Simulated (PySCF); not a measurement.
Species: C4H3BO2.
Numbering: `[CH:1]#[C:2][C:3]#[C:4][B:5]([OH:6])[OH:7]` (hydrogens: H8 on C1; H9 on O6; H10 on O7)

Geometry (PBE0-D3(BJ)/def2-SVP, Å), atoms numbered from 1 in this order:
```xyz
10
C4H3BO2 angstrom
C      3.5068    0.0184   -0.1130
C      2.2900    0.0087   -0.1188
C      0.9204   -0.0031   -0.1244
C     -0.3042   -0.0092   -0.1291
B     -1.8532   -0.0136   -0.1307
O     -2.5530   -1.1642   -0.2761
O     -2.5584    1.1332    0.0152
H      4.5813    0.0358   -0.1088
H     -1.9847   -1.9341   -0.3636
H     -1.9948    1.9065    0.1036
```

Jobs on this species (10 atoms, 48 electrons) with PySCF (density fitting). Hardware of each: one thread of an Arm Neoverse V2, no GPU, on a shared host. Times come from a shared host and carry two figures at best. Peak memory is the resident size of the whole Python process, interpreter and libraries included.

```tsv
level and settings	work	basis functions	SCF cycles	wall time	peak memory
PBE0-D3(BJ)/def2-SVP, grid level 1	geometry optimisation from a GFN2-xTB start shaken at random	113	?	?	?
delta-SCF UKS B3LYP, pcX-2 on the ionised atom, pcseg-1 elsewhere, spin-free X2C	ΔSCF core ionisation, 6 holes	144	110	43 s	0.54 GiB
delta-SCF UKS SCAN, pcX-2 on the ionised atom, pcseg-1 elsewhere, spin-free X2C	ΔSCF core ionisation, 6 holes	144	140	38 s	0.47 GiB
delta-SCF UKS PBE, pcX-2 on the ionised atom, pcseg-1 elsewhere, spin-free X2C	ΔSCF core ionisation, 6 holes	144	122	21 s	0.57 GiB
delta-SCF UKS SCAN, pcX-2 on the ionised atom, pcseg-1 elsewhere, non-relativistic	ΔSCF core ionisation, 6 holes	144	140	36 s	0.57 GiB
delta-SCF UKS PBE0, pcX-2 on the ionised atom, pcseg-1 elsewhere, spin-free X2C	ΔSCF core ionisation, 6 holes	144	113	44 s	0.64 GiB
delta-SCF UKS SCAN, def2-TZVP on the ionised atom, pcseg-1 elsewhere, spin-free X2C	ΔSCF core ionisation, 6 holes	130	141	35 s	0.57 GiB
delta-SCF UKS SCAN, pcX-1 on the ionised atom, pcseg-1 elsewhere, spin-free X2C	ΔSCF core ionisation, 6 holes	123	138	29 s	0.57 GiB
```

Question: Fill in the missing figures.

Answer: 
- PBE0-D3(BJ)/def2-SVP, grid level 1; geometry optimisation from a GFN2-xTB start shaken at random: 38 s, 0.44 GiB, 65 SCF cycles

Question: What do all jobs in the table cost together?

Answer: About 4.7 min; the longest takes about 15 % of that, and about 2.1 times as long as the shortest.
